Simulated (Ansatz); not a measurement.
`OB([SiH3])CI` and `O=CB(O)[SiH3]` differ in one atom or group.

Ansatz, PBE0-D4/def2-TZVP geometries, multiplicity 1. Each molecule was computed in one conformer, which needn't be the lowest.

Elements past krypton have def2 core potentials.

| property | `OB([SiH3])CI` |
| --- | --- |
| HOMO–LUMO gap (PBE0/def2-TZVPP) / eV | 5.97 |
| size of the dipole moment (PBE/def2-TZVPP) / D | 1.16 |
| HOMO energy (PBE/def2-TZVPP) / eV | -6.33 |
| HOMO–LUMO gap (B3LYP/def2-TZVPP) / eV | 5.51 |
| HOMO–LUMO gap (ωB97M-V/def2-TZVPP) / eV | 10.02 |
| HOMO energy (PBE0/def2-TZVPP) / eV | -7.46 |

Q: What does the change do to each property? (Estimate.)

A: Ansatz gave: 
```json
{"property": "HOMO–LUMO gap (PBE0/def2-TZVPP) / eV", "`O=CB(O)[SiH3]`": "4.75", "shift": "-1.22"}
{"property": "size of the dipole moment (PBE/def2-TZVPP) / D", "`O=CB(O)[SiH3]`": "0.65", "shift": "-0.51"}
{"property": "HOMO energy (PBE/def2-TZVPP) / eV", "`O=CB(O)[SiH3]`": "-6.02", "shift": "0.31"}
{"property": "HOMO–LUMO gap (B3LYP/def2-TZVPP) / eV", "`O=CB(O)[SiH3]`": "4.33", "shift": "-1.18"}
{"property": "HOMO–LUMO gap (ωB97M-V/def2-TZVPP) / eV", "`O=CB(O)[SiH3]`": "9.26", "shift": "-0.76"}
{"property": "HOMO energy (PBE0/def2-TZVPP) / eV", "`O=CB(O)[SiH3]`": "-7.48", "shift": "-0.02"}
```

Dipoles are sizes alone; their direction can turn.

B3LYP here is the variant with VWN-RPA as its local correlation; programs differ in this.

Spin–orbit coupling is left out; it splits and shifts lone-pair levels of the heavy atoms by tenths of an eV.
